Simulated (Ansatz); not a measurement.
`[SiH3]O[CH](S)[InH2]` + `C[NH][GeH3]` → `C[N]([GeH3])[InH2]` + `[SiH3]OCS`  (ligand exchange at the In–C bond)

Program: Ansatz. Geometries: PBE0-D4/def2-TZVP. ΔE: electronic, gas phase. CCSD(T)/CBS adds triple-zeta CCSD(T) − MP2 to the extrapolated MP2 energy (def2 sets, frozen cores). DFT in def2-TZVPP. B3LYP here is the variant with VWN-RPA as its local correlation; programs differ in this. def2 core potentials past Kr. For Ge, In outer-core shells are correlated without core-valence functions, which leaves a few kJ/mol of doubt a bond. Scalar relativity is left out up to krypton. One conformer a species, not always the lowest.

| level | ΔE (kJ/mol) | difference from CCSD(T)/CBS |
| --- | --- | --- |
| PBE-D4 | -36.8 | 14.0 |
| r2SCAN-D4 | -41.5 | 9.3 |
| PBE0-D4 | -39.4 | 11.4 |
| B3LYP-D4 | -44.2 | 6.6 |
| ωB97X-V | -47.3 | 3.5 |
| ωB97M-V | -43.4 | 7.4 |
| B2PLYP | -51.4 | -0.6 |
| PBE | -38.4 | 12.4 |
| r2SCAN | -41.7 | 9.1 |
| PBE0 | -40.8 | 10.0 |
| B3LYP | -47.1 | 3.7 |
| HF/def2-TZVPP | -58.1 | -7.3 |
| MP2/def2-TZVPP | -53.4 | -2.6 |
| SCS-MP2/def2-TZVPP | -56.1 | -5.3 |
| CCSD/def2-TZVPP | -53.2 | -2.4 |
| CCSD(T)/def2-TZVPP | -52.1 | -1.3 |
| HF/def2-QZVPP | -59.3 | -8.5 |
| MP2/def2-QZVPP | -53.1 | -2.3 |
| SCS-MP2/def2-QZVPP | -55.7 | -4.9 |
| HF/CBS(def2) | -59.4 | -8.6 |
| MP2/CBS(def2) | -52.1 | -1.3 |
| CCSD/CBS(def2) | -51.9 | -1.1 |
| CCSD(T)/CBS | -50.8 | 0 |

Largest T1 diagnostic among the species: 0.015.

In def2-TZVPP, CCSD(T) changes the Hartree–Fock value by +6.0 kJ/mol (the triples alone add +1.1 kJ/mol) and MP2 by +4.6 kJ/mol.
